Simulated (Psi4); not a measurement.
CH$_{5}$AlOS, singlet, geometry from GFN2-xTB (such geometries of metal compounds can be far from the true shape). Base run: Psi4 with CCSD(T)/def2-SVP.

Here is a job for Psi4.
```
memory 2 GB

molecule {
0 1
  Al   -0.31419866    0.09758664    1.15637395
  H    -1.25023268   -0.34160230    2.26347346
  O     0.87817863    1.18028832    1.46477938
  H     1.53099736    1.80783073    1.74281104
  S    -0.63819981   -0.78087435   -0.84293944
  C     0.69345901   -0.01157515   -1.85179192
  H     1.28849321    0.66797809   -1.24660825
  H     0.22348075    0.52681682   -2.66857543
  H     1.31685796   -0.80851563   -2.24441471
}

set basis def2-svp
set freeze_core true

energy('ccsd(t)')
print_variables()
```

The base run was repeated with changes; each row names its change, and settings that it needs were set with it.

```json
[
 {"change": "base", "ΔE vs base (mEh)": "0.000", "MP2 correlation (Eh)": "-0.52249", "basis functions": "89", "core-seconds (rough)": "40"},
 {"change": "method = mp2", "ΔE vs base (mEh)": "57.441", "MP2 correlation (Eh)": "-0.52223", "basis functions": "89", "core-seconds (rough)": "4"},
 {"change": "method = ccsd", "ΔE vs base (mEh)": "(withheld)", "MP2 correlation (Eh)": "-0.52249", "basis functions": "89", "core-seconds (rough)": "30"},
 {"change": "method = mp4", "ΔE vs base (mEh)": "(withheld)", "MP2 correlation (Eh)": "-0.52249", "basis functions": "89", "core-seconds (rough)": "20"},
 {"change": "method = dlpno-mp2", "ΔE vs base (mEh)": "57.500", "MP2 correlation (Eh)": "-0.52217", "basis functions": "89", "core-seconds (rough)": "3"},
 {"change": "method = qcisd(t)", "ΔE vs base (mEh)": "-0.412", "MP2 correlation (Eh)": "-0.52249", "basis functions": "89", "core-seconds (rough)": "20"},
 {"change": "method = mp3", "ΔE vs base (mEh)": "22.618", "MP2 correlation (Eh)": "-0.52223", "basis functions": "89", "core-seconds (rough)": "4"},
 {"change": "method = fno-ccsd(t)", "ΔE vs base (mEh)": "0.000", "MP2 correlation (Eh)": "-0.52249", "basis functions": "89", "core-seconds (rough)": "20"}
]
```

Problem. Complete the blanks.

Solution. 
- method = ccsd, ΔE vs base (mEh): 13.997
- method = mp4, ΔE vs base (mEh): 1.277
